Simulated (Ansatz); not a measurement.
`N[B]([SiH3])[GaH2]` + H–F → `NB(F)[SiH3]` + `[GaH3]` at 600 K and 1 bar (cleavage of the B–Ga bond).

Program: Ansatz. Geometries: PBE0-D4/def2-TZVP. ΔE: electronic, gas phase. CCSD(T)/CBS is the MP2 limit (def2-TZVPP, def2-QZVPP) plus CCSD(T) − MP2 in def2-TZVPP, frozen cores. This one scheme is used for every species. For Ga outer-core shells are correlated without core-valence functions, which leaves a few kJ/mol of doubt a bond. Scalar relativity is left out up to krypton. Each species was taken in one conformer, which may not be the lowest.

| species | CCSD(T)/CBS energy (Eh) | H − E (kJ/mol) | S (J/(mol·K)) |
| --- | --- | --- | --- |
| `N[B]([SiH3])[GaH2]` | -2296.72771 | 250.9 | 476.7 |
| H–F | -100.39570 | 42.3 | 194.0 |
| `NB(F)[SiH3]` | -471.46894 | 208.2 | 399.6 |
| `[GaH3]` | -1925.70545 | 74.9 | 253.2 |

H − E and S are ideal-gas, rigid-rotor, harmonic terms from PBE0-D4/def2-TZVP, for one conformer and one mirror image of each species. 1 Eh = 2625.50 kJ/mol, R = 8.31446 J/(mol·K).

Question: By hand: ΔE, ΔH, ΔS and ΔG.

Answer: ΔE = (-471.46894) + (-1925.70545) − (-2296.72771) − (-100.39570) = -0.05098 Eh = -133.8 kJ/mol. Δ(H − E) = 208.2 + 74.9 − 250.9 − 42.3 = -10.1, so ΔH = -143.9 kJ/mol. ΔS = 399.6 + 253.2 − 476.7 − 194.0 = -17.9 J/(mol·K). ΔG = -143.9 − 600 × (-17.9)/1000 = -133.2 kJ/mol.

Question: By hand: the equilibrium constant, and the temperature at which ΔG would vanish if ΔH and ΔS stayed fixed.

Answer: log₁₀ K = −ΔG/(RT ln 10) = 11.6. ΔG = 0 at ΔH/ΔS = 8039 K, far beyond where these terms or the molecules hold.

ΔH outweighs TΔS. A doubt of 5 kJ/mol in ΔE shifts log₁₀ K by 0.4 here. Other conformers and mirror images would add mixing entropy, several J/(mol·K) or more a flexible species. Modes under 60 cm⁻¹, often nearly free rotors, make the harmonic entropy too high. These are equilibria of isolated gas molecules and say nothing of rates. Largest T1 diagnostic: 0.014 (customary marks: 0.02 for closed shells, 0.045 for open ones).
